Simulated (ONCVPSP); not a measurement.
**An all-electron radial function and its pseudo partner (vanadium)**

Columns: radius, all-electron u(r) and pseudo u(r) of the 3s shell (level -70.98 eV) of vanadium in the configuration [Ne] 3s2 3p6 3d3 4s1.5 4p0.5; PW91, scalar-relativistic, ONCV scheme, ONCVPSP 4.0.1.

| r (bohr) | all-electron | pseudo |
| --- | --- | --- |
| 0.095 | -0.0697 | 0.2033 |
| 0.190 | -0.5875 | 0.3977 |
| 0.285 | -0.4429 | 0.5750 |
| 0.380 | 0.0041 | 0.7280 |
| 0.475 | 0.4640 | 0.8513 |
| 0.570 | 0.8154 | 0.9417 |
| 0.665 | 1.0328 | 0.9978 |
| 0.760 | 1.1317 | 1.0204 |
| 0.855 | 1.1418 | 1.0123 |
| 0.950 | 1.0927 | 0.9775 |
| 1.045 | 1.0085 | 0.9213 |
| 1.140 | 0.9069 | 0.8491 |
| 1.235 | 0.8000 | 0.7668 |
| 1.330 | 0.6955 | 0.6796 |
| 1.425 | 0.5977 | 0.5921 |
| 1.520 | 0.5091 | 0.5084 |
| 1.615 | 0.4304 | 0.4311 |
| 1.710 | 0.3617 | 0.3623 |
| 1.805 | 0.3025 | 0.3026 |
| 1.900 | 0.2520 | 0.2519 |
| 1.995 | 0.2092 | 0.2091 |
| 2.090 | 0.1731 | 0.1731 |
| 2.185 | 0.1430 | 0.1429 |
| 2.280 | 0.1178 | 0.1178 |
| 2.375 | 0.0969 | 0.0969 |
| 2.470 | 0.0796 | 0.0796 |

(1) How many radial nodes do the two functions have?

(2) At about which radius was the pseudo-wave matched?

(3) Is the pseudo-wave norm-conserving?

## Answers

(1) The all-electron 3s function has n − l − 1 = 2 (the table is too coarse to show those close to the nucleus); the pseudo-wave has 0, since the states of the same l below it are removed with the core.

(2) 1.90 bohr, where the columns begin to agree (steps of 0.10 bohr).

(3) Yes: the ONCV scheme keeps the norm inside the radius equal to the all-electron one, which fixes the energy derivative of the logarithmic derivative at the level.
